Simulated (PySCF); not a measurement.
Species: CH₅ClSiTe.
Cartesian coordinates in Å at the PBE0-D3(BJ)/def2-SVP level; atoms count from 1:
```
atom  x, y, z in Å
C1    -1.300    0.212   -0.246
Te2    0.300    1.191   -1.334
Si3    2.036    0.240    0.172
Cl4    3.873    0.951   -0.458
H5    -1.203   -0.877   -0.330
H6    -1.290    0.527    0.805
H7    -2.237    0.535   -0.716
H8     2.067   -1.250    0.111
H9     1.817    0.662    1.587
```

The calculation used PySCF, PBE0-D3(BJ)/def2-SVP geometry optimisation, gas phase, def2 core potentials past Kr.

Task: Which atoms are bound to Te2, and at what distances?

Result: 2 atoms: C1 2.168 Å, Si3 2.487 Å. The nearest atom not counted as bound is H7, at 2.69 Å.

Task: What is the shape at Te2?

Result: Bent: angle 92.2°.

Task: What are the other bond lengths?

Result: Si3–Cl4 2.069 Å; C1–H5, C1–H6, C1–H7 1.097 Å; Si3–H8, Si3–H9 1.492 Å.

Task: Give some angles away from the centre.

Result: Te2–Si3–Cl4 107.7°.

Task: What are the rotational constants (commonest isotopes, rigid rotor)?

Result: A = 5456, B = 1018, C = 871.9 MHz: a near-prolate asymmetric top.

Point group: near Cs, missed by 0.10 Å at most; the miss may be what the optimiser left on a soft mode. Charge 0, singlet. No PBE0-D3(BJ)/def2-SVP frequencies stand behind this structure, so it isn't proved a minimum.

One conformer stands for the species.
